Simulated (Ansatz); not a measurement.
Method: frozen-core CCSD(T)/def2-TZVPP // PBE0-D4/def2-TZVP (Ansatz, a program for electronic structure).

Ansatz 0.2 input:
```yaml
crystal:
  periodic: [false, false, false]
  atoms:
    - { symbol: C, position_ang: [-1.207491, 0.076526, -0.460444] }
    - { symbol: C, position_ang: [-0.151583, 0.38358, 0.566036] }
    - { symbol: O, position_ang: [-0.41162, 0.887187, 1.634962] }
    - { symbol: Si, position_ang: [1.683443, 0.010685, 0.157688] }
    - { symbol: H, position_ang: [-2.188931, 0.371985, -0.088687] }
    - { symbol: H, position_ang: [-1.202575, -0.991782, -0.695171] }
    - { symbol: H, position_ang: [-0.984081, 0.607308, -1.390683] }
    - { symbol: H, position_ang: [1.890158, -1.187775, -0.702239] }
    - { symbol: H, position_ang: [2.514773, -0.020527, 1.385531] }
basis:
  gaussian: { orbitals: def2-TZVPP }
correlation:
  method: ccsd_t
magnetization:
  spin_polarized: true
  initial_magnetization: 1
```

Output:

```
Functional definition: HF
1215 factors; integrals over basis functions are off by at most 9.8e-4 eV
mean field evaluation 1: about -12034.8998 eV, gradient 2.9e1 eV
mean field evaluation 2: about -12034.9035 eV, gradient 2.9e1 eV
mean field evaluation 4: about -12039.6022 eV, gradient 4.4e0 eV
mean field evaluation 8: about -12039.9486 eV, gradient 2.1e-1 eV
mean field evaluation 16: about -12034.8972 eV, gradient 2.9e1 eV
mean field evaluation 32: about -12039.9446 eV, gradient 3.0e-1 eV
mean field evaluation 64: about -12037.7279 eV, gradient 3.1e0 eV
mean field -12039.95292295 eV, -442.4601089451 hartree, gradient 3.1e-6 eV, S^2 0.793364; 3 other end points of the search recorded, 0 dependent functions left out
8 core orbitals not correlated
reference -12039.95292295 eV, -442.4601089451 hartree; 12, 11 occupied and 185, 186 virtual orbitals, 1215 factors
second order -17.95900190 eV of doubles, -0.00000000 eV of singles
cycle   1  -18.28354608 eV  change   -3.2e-1 eV  update   1.1e-1
cycle   2  -18.82385636 eV  change   -5.4e-1 eV  update   4.0e-2
cycle   3  -18.99196383 eV  change   -1.7e-1 eV  update   2.5e-2
cycle   4  -18.99112174 eV  change    8.4e-4 eV  update   1.0e-2
cycle   5  -18.99037900 eV  change    7.4e-4 eV  update   6.1e-3
cycle   6  -18.99330758 eV  change   -2.9e-3 eV  update   2.5e-3
cycle   7  -18.99355651 eV  change   -2.5e-4 eV  update   1.5e-3
cycle   8  -18.99393705 eV  change   -3.8e-4 eV  update   7.2e-4
cycle   9  -18.99423500 eV  change   -3.0e-4 eV  update   5.1e-4
cycle  10  -18.99393384 eV  change    3.0e-4 eV  update   2.9e-4
cycle  11  -18.99400899 eV  change   -7.5e-5 eV  update   1.7e-4
cycle  12  -18.99403281 eV  change   -2.4e-5 eV  update   8.3e-5
cycle  13  -18.99407600 eV  change   -4.3e-5 eV  update   4.8e-5
cycle  14  -18.99409755 eV  change   -2.2e-5 eV  update   2.6e-5
perturbative correction -0.81214249 eV, -0.0298456859 hartree
Total energy: -12059.75916298 eV, -443.1879748412 hartree
```

Cost: about 27 core-minutes (a rough figure).
